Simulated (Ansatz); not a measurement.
C7H8O, triplet (typed; the unrestricted solution is spin-contaminated), geometry from GFN2-xTB (a higher spin typed on purpose: for a closed-shell molecule this is an excited state). Base run: Ansatz (a first-principles code) with MP2/STO-3G.

The Ansatz input:
Ansatz 0.2 input:
```yaml
crystal:
  periodic: [false, false, false]
  atoms:
    - {symbol: C, position_ang: [-2.78186503, 0.23684651, -0.14039591]}
    - {symbol: O, position_ang: [-1.69961912, -0.47020552, -0.68097207]}
    - {symbol: C, position_ang: [-0.43433259, -0.20352678, -0.24939057]}
    - {symbol: C, position_ang: [0.61542253, -0.95639157, -0.85658381]}
    - {symbol: C, position_ang: [1.90597796, -0.76820759, -0.51100788]}
    - {symbol: C, position_ang: [2.24289758, 0.23843572, 0.52210363]}
    - {symbol: C, position_ang: [1.20405287, 0.98512866, 1.12672689]}
    - {symbol: C, position_ang: [-0.09393761, 0.81036884, 0.79295653]}
    - {symbol: H, position_ang: [-3.67008755, -0.14706680, -0.64133420]}
    - {symbol: H, position_ang: [-2.87561608, 0.06922139, 0.93800899]}
    - {symbol: H, position_ang: [-2.69723092, 1.31224785, -0.33029248]}
    - {symbol: H, position_ang: [0.32634537, -1.67946990, -1.60442786]}
    - {symbol: H, position_ang: [2.70654695, -1.32868306, -0.96191413]}
    - {symbol: H, position_ang: [3.26980135, 0.38631833, 0.80382738]}
    - {symbol: H, position_ang: [1.46928755, 1.71472317, 1.87982426]}
    - {symbol: H, position_ang: [-0.88138802, 1.37843070, 1.25763135]}
basis:
  gaussian:
    orbitals: STO-3G
magnetization: {spin_polarized: true, initial_magnetization: 2}
correlation: {method: mp2}
```

The base run was repeated with changes; each row names its change, and settings that it needs were set with it.

```tsv
change	basis functions	E (Eh)	MP2 correlation (Eh)	core-seconds (rough)
base	48	-340.55721	-0.34206	1
basis = 3-21G	88	-343.21460	-0.65976	3
basis = pcseg-0	88	-344.16429	-0.67171	5
basis = def2-SV(P)	128	-345.17140	-0.97486	9
basis = def2-SVP	152	-345.25049	-1.03024	10
basis = cc-pVDZ	152	-345.53567	-1.03497	10
basis = pc-1	152	-345.41913	-1.03950	10
basis = 6-31+G*	168	-345.48629	-1.00256	20
basis = 6-311G**	192	-345.64997	-1.09566	20
basis = def2-SVPD	227	-345.31355	-1.07909	30
basis = 6-311++G**	232	-345.66334	-1.10352	40
basis = aug-pcseg-1	256	-345.47421	-1.07780	60
basis = def2-TZVP	296	-345.85937	-1.25634	50
```

Totals compare only among sets that treat the same electrons; sets with core potentials leave the core out.
